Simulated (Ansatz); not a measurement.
`B[Si](F)(F)[SiH3]`, relaxed with RKS PBE-D4/def2-SVP in the Gaussian-basis code of Ansatz from a rough embedded geometry. The force threshold is 0.03 eV/Å; the program also tests the step.

The species carries charge 0 and has multiplicity 1.

Start:

```xyz
10

B     1.213   -1.358   -0.264
Si    0.164   -0.231    0.826
F    -0.894   -1.163    1.786
F     1.222    0.728    1.786
Si   -0.984    1.156   -0.474
H     2.020   -0.985   -1.048
H     1.054   -2.564   -0.234
H    -1.871    0.399   -1.376
H    -1.831    2.073    0.323
H    -0.092    1.945   -1.325
```

```tsv
step	energy (eV)	largest force (eV/Å)	largest move (Å)
1	-21923.5772	3.129	0.000
2	-21923.9429	2.116	0.184
3	-21924.0448	0.750	0.191
4	-21924.0741	0.257	0.079
5	-21924.0822	0.171	0.136
6 (rejected)	-21924.0763	0.408	0.164
7	-21924.0851	0.065	0.082
8 (rejected)	-21924.0843	0.097	0.038
9	-21924.0858	0.032	0.019
10	-21924.0862	0.008	0.026
```

End:

```xyz
10

B     1.317   -1.497   -0.262
Si    0.240   -0.222    0.851
F    -0.775   -0.992    1.887
F     1.179    0.745    1.788
Si   -1.085    1.192   -0.517
H     2.391   -1.158   -0.718
H     0.842   -2.558   -0.615
H    -2.004    0.370   -1.380
H    -1.903    2.091    0.370
H    -0.203    2.030   -1.404
```

Run time 13 s (4 threads of a server CPU on a shared host); peak host memory 0.13 GiB.
